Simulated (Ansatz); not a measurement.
`C[S][SnH2][Cl]` + H₂ → `C[S][SnH3]` + HCl at 400 K and 1 bar (hydrogenolysis of the Sn–Cl bond).

Calculated with Ansatz (gas phase, PBE0-D4/def2-TZVP geometries, no zero-point term in ΔE). CCSD(T)/CBS adds triple-zeta CCSD(T) − MP2 to the extrapolated MP2 energy (def2 sets, frozen cores). This one scheme is used for every species. Elements past krypton have def2 core potentials. For Sn outer-core shells are correlated without core-valence functions, which leaves a few kJ/mol of doubt a bond. Each species was taken in one conformer, which may not be the lowest.

```csv
species,CCSD(T)/CBS energy (Eh),H − E (kJ/mol),S (J/(mol·K))
`C[S][SnH2][Cl]`,-1112.69775,175.1,405.4
H₂,-1.17544,38.0,139.0
`C[S][SnH3]`,-653.46026,184.5,369.5
HCl,-460.38127,29.6,195.4
```

H − E and S are ideal-gas, rigid-rotor, harmonic terms from PBE0-D4/def2-TZVP, for one conformer and one mirror image of each species. The MP2-based limit puts H₂ 0.8 mEh under its directly extrapolated value; such offsets cancel only in part. 1 Eh = 2625.50 kJ/mol, R = 8.31446 J/(mol·K).

Problem. By hand: ΔE, ΔH, ΔS and ΔG.

Solution. ΔE = (-653.46026) + (-460.38127) − (-1112.69775) − (-1.17544) = 0.03166 Eh = 83.1 kJ/mol. Δ(H − E) = 184.5 + 29.6 − 175.1 − 38.0 = 1.0, so ΔH = 84.1 kJ/mol. ΔS = 369.5 + 195.4 − 405.4 − 139.0 = 20.5 J/(mol·K). ΔG = 84.1 − 400 × (20.5)/1000 = 75.9 kJ/mol.

Problem. By hand: the equilibrium constant, and the temperature at which ΔG would vanish if ΔH and ΔS stayed fixed.

Solution. log₁₀ K = −ΔG/(RT ln 10) = -9.9. ΔG = 0 at ΔH/ΔS = 4102 K, far beyond where these terms or the molecules hold.

ΔH outweighs TΔS. A doubt of 5 kJ/mol in ΔE shifts log₁₀ K by 0.7 here. Other conformers and mirror images would add mixing entropy, several J/(mol·K) or more a flexible species. Modes under 60 cm⁻¹, often nearly free rotors, make the harmonic entropy too high. These are equilibria of isolated gas molecules and say nothing of rates. Largest T1 diagnostic: 0.012 (customary marks: 0.02 for closed shells, 0.045 for open ones).
